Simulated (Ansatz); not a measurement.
# Counterpoise correction, worked out

The pair of H2 (SMILES [H][H], atoms 1–2) and SbH3 (SMILES [SbH3], atoms 3–6), both closed shells, in one local arrangement (a lower one may exist), relaxed at PBE0-D4/def2-TZVP:

H1  (0.022, -0.187, -1.845)
H2  (0.030, -0.259, -2.588)
Sb3  (-0.014, 0.193, 1.826)
H4  (-0.790, 1.253, 0.735)
H5  (-0.642, -1.170, 1.010)
H6  (1.396, 0.170, 0.863)
(Å)

Computed with Ansatz 0.2.0 (basis: def2-TZVPPD); correlated methods freeze the cores. Filled d shells of the heavier atoms are correlated. Core potentials replace the inner electrons of the atoms past krypton. The def2 sets are not built for correlating such inner shells, so the correlated values are less sure here.

MP2 total energies in eV:

| system | geometry | basis functions | energy |
| --- | --- | --- | --- |
| pair | pair | all | -6599.19870 |
| H2 | as in the pair | all (partner as ghosts) | -31.69400 |
| SbH3 | as in the pair | all (partner as ghosts) | -6567.49533 |
| H2 | as in the pair | its own | -31.69356 |
| SbH3 | as in the pair | its own | -6567.48789 |
| H2 | free (PBE0-D4 minimum) | its own | -31.69371 |
| SbH3 | free (PBE0-D4 minimum) | its own | -6567.48827 |

Question: Work out the interaction energy with and without the counterpoise correction, the superposition error, and the binding energy from the relaxed fragments.

Answer: Without correction: -6599.19870 − (-31.69356) − (-6567.48789) = -0.01725 eV.
With correction (each fragment in the whole basis): -6599.19870 − (-31.69400) − (-6567.49533) = -0.00937 eV = -0.22 kcal/mol.
The superposition error is the difference, 0.00788 eV: each fragment borrows its partner's functions.
Deformation from the free shapes: 0.00015 eV for H2 and 0.00038 eV for SbH3.
Binding energy from relaxed fragments: -0.00937 + 0.00015 + 0.00038 = -0.00884 eV = -0.20 kcal/mol (electronic, without zero-point energy; negative means bound). For comparison, the corrected interaction energy by CCSD(T) at an estimated basis limit (MP2 extrapolated from triple and quadruple zeta, plus CCSD(T) − MP2 in triple zeta) is -0.012 eV.

T1 diagnostic: at most 0.015.

For scale, one of the runs: CCSD(T)/def2-TZVPPD, 141 basis functions, launched by `ansatz run in.yaml --threads 2 --pin off --events-out ev --progress --plain --max-ram 5222MiB`. The run took 11 s on 2 CPU threads of an Arm Neoverse V2 (shared host), with 0.88 GiB of host memory at its peak.
